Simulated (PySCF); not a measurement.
**Indirect couplings**

Molfile (atoms numbered from 1):
```
C2H6Ge
     RDKit          3D

  9  8  0  0  0  0  0  0  0  0999 V2000
    1.5390   -0.1757   -0.3034 C   0  0  0  0  0  0  0  0  0  0  0  0
    0.5504    0.0348    0.5699 C   0  0  0  0  0  0  0  0  0  0  0  0
   -1.3203    0.1139    0.0648 Ge  0  0  0  0  0  4  0  0  0  0  0  0
    1.3490   -0.3177   -1.3734 H   0  0  0  0  0  0  0  0  0  0  0  0
    2.5887   -0.2169    0.0094 H   0  0  0  0  0  0  0  0  0  0  0  0
    0.8017    0.1690    1.6296 H   0  0  0  0  0  0  0  0  0  0  0  0
   -2.1269   -0.9678    0.8100 H   0  0  0  0  0  0  0  0  0  0  0  0
   -1.4330   -0.1147   -1.4537 H   0  0  0  0  0  0  0  0  0  0  0  0
   -1.9215    1.4872    0.4237 H   0  0  0  0  0  0  0  0  0  0  0  0
  1  2  2  0
  2  3  1  0
  1  4  1  0
  1  5  1  0
  2  6  1  0
  3  7  1  0
  3  8  1  0
  3  9  1  0
M  END
```

Indirect spin–spin couplings were computed at B3LYP/pcJ-1 (pcSseg-1 on Ge) (PySCF) on a PBE0-D3(BJ)/def2-SVP structure, for the isolated molecule, without vibrational or relativistic corrections. Couplings are averaged over pairs made equivalent by symmetry, fast rotation or ring inversion, so a value needn't be that of the named pair in this geometry, while other rotamers aren't included; one pair stands for each set, and the list holds those of at least 1.5 Hz over up to four bonds.

Isotopes: 13C, 1H.

```tsv
pair	bonds	J (Hz)
C1, C2	1	?
C1, H4	1	?
C1, H5	1	167.2
C2, H6	1	161.7
C1, H6	2	?
C2, H5	2	-1.9
C2, H7	2	?
H4, H5	2	3.6
H7, H8	2	9.3
C1, H7	3	4.7
H4, H6	3	21.7
H5, H6	3	14.7
H6, H7	3	2.6
```

Problem. Estimate the withheld couplings, with signs.

Solution. 
- 1J(C1,C2) = 73.7 Hz (bond length 1.336 Å)
- 1J(C1,H4) = 168.4 Hz (bond length 1.096 Å, sp2 carbon)
- 2J(C1,H6) = -4.2 Hz (angle at C2 119°)
- 2J(C2,H7) = 6.7 Hz

Relativistic effects of the heavier atoms present are left out.
